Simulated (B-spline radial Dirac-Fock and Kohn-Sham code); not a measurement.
## Core-level shifts of gold with charge state

The computed values come from an atomic code on a B-spline grid: multi-electron Dirac-Fock with separately optimised hole states, Breit and Lamb-shift corrections added in first order. Each ion is free and in its tabulated ground configuration. No correlation.

Reference: Au⁶⁶⁺, [Ne] 3s2 3p1, with K 86600.6 eV, L1 19912.0 eV, L2 19351.6 eV, L3 17482.4 eV. Shifts from it, in eV (a dash: the subshell is empty, belongs to an open shell averaged over j, or its hole state is left out as unreliable):

| ion | configuration | K | L1 | L2 | L3 |
| --- | --- | --- | --- | --- | --- |
| Au⁶⁷⁺ | [Ne] 3s2 | +224.6 | +187.2 | +192.4 | +187.8 |
| Au⁶⁸⁺ | [Ne] 3s1 | ? | ? | ? | ? |
| Au⁶⁹⁺ | [He] 2s2 2p6 | +660.8 | +543.8 | +572.3 | +559.2 |
| Au⁷⁰⁺ | [He] 2s2 2p5 | +1186.8 | +877.4 | – | – |

Question: Give the missing shifts for Au⁶⁸⁺.

Answer: K –, L1 –, L2 +381.7, L3 +372.9 (eV).
